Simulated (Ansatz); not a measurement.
Frontier orbitals of CH4ClIOSi (`CO[SiH](Cl)I`).

Cartesian coordinates in Å:
```
C -0.525 -0.340 -1.310
O -0.680 -0.298 0.097
Si 0.464 0.183 1.138
Cl 1.102 2.073 0.672
I -0.526 0.140 3.339
H -0.354 0.661 -1.714
H 0.309 -0.989 -1.598
H -1.446 -0.743 -1.732
H 1.656 -0.688 1.106
```

The species carries charge 0 and has multiplicity 1. Correlated methods include outer-core shells of I, which these sets cover unevenly. I: def2 effective core potential. The structure was optimised at the PBE0-D4/def2-TZVP level. It is one conformer, not always the lowest. Basis def2-TZVPP, Ansatz 0.2.0.

Orbital energies of one run (eV). Highest occupied ones, from the top: -6.68, -6.73, -7.30, -7.63, -8.00, -8.33, -9.13, -9.79, -11.39, -11.49, -11.62, -13.52, -17.27, -17.85. Empty: -1.33, -0.33, -0.08, 0.92, 1.09, 1.86.

Problem. Which functional gave them?
A. ωB97X-V
B. revPBE
C. r2SCANh
D. PBE0

Solution. B. HOMO energies: revPBE -6.68, r2SCANh -7.45, PBE0 -7.88, ωB97X-V -10.14 eV.
